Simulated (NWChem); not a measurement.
Molecule: C₃H₅O, doublet; SMILES [CH]=C(C)O

```xyz
9

C     -1.2042    -0.8445     0.0000
C     -0.1111    -0.0954     0.0000
C     -0.1209     1.3984     0.0000
O      1.1637    -0.5818     0.0000
H     -1.4998    -1.8911     0.0000
H     -1.1458     1.7882     0.0000
H      0.4114     1.7760     0.8875
H      0.4114     1.7760    -0.8875
H      1.1307    -1.5456     0.0000
```
Atoms are numbered in this order, from 1.

Results from NWChem. Pople sets run with spherical d functions. Spin-unrestricted. In the optimisation the excess spin sits in a' (Cs, its own frame). All runs use the structure optimised with PBE0/def2-SVP, spin-unrestricted. No stability test was run on the SCF state. Total energies compare along this basis series because the functional is fixed.

```
level           basis functions  energy (Ha)  highest occupied level (eV)  lowest empty minus highest occupied level, either spin (eV)  dipole (D)  relative time
--------------  ---------------  -----------  ---------------------------  -----------------------------------------------------------  ----------  -------------
PBE/STO-3G                   25    -189.7058                        -2.07                                                         2.44        0.99              1
PBE/3-21G                    46    -191.1339                        -4.76                                                         2.06        1.08              1
PBE/6-31G*                   66    -192.1901                        -4.86                                                         2.12        0.96              3
PBE/6-31+G*                  82    -192.2040                        -5.33                                                         2.03        0.91              4
PBE/6-311G**                102    -192.2558                        -5.17                                                         2.07        0.93              5
PBE/6-311++G**              123    -192.2625                        -5.41                                                         2.04        0.86             10
```

Times are rough ratios from one shared machine.
